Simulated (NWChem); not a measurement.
Species: WHO$_{3}$Cl; SMILES [O]=[W](=[O])([OH])[Cl]

```xyz
6

W      0.0349    -0.1933    -0.0031
O      0.8382    -0.6972     1.4045
O      0.9930    -0.6873    -1.3151
Cl    -0.1267     2.0838    -0.0010
O     -1.6259    -1.0468    -0.1173
H     -2.0700    -1.6666     0.4718
```
Atoms are numbered in this order, from 1.

Results from NWChem. Coordinates come from a PBE0/def2-SVP optimisation. def2 effective core potentials on W; no spin-orbit coupling. Total energies compare along this basis series because the functional is fixed.

```csv
level,basis functions,energy (Ha),highest occupied level (eV),orbital gap (eV),dipole (D)
Hartree-Fock/def2-SVP,97,-750.8626,-13.27,14.35,…
Hartree-Fock/def2-SVPD,139,-750.8900,-13.32,14.11,3.52
Hartree-Fock/def2-TZVP,176,-751.3374,-13.18,14.26,3.60
Hartree-Fock/def2-TZVPP,205,-751.3499,-13.17,14.32,3.59
```

Some entries are withheld; supply them.


- Hartree-Fock/def2-SVP, dipole (D): 3.66
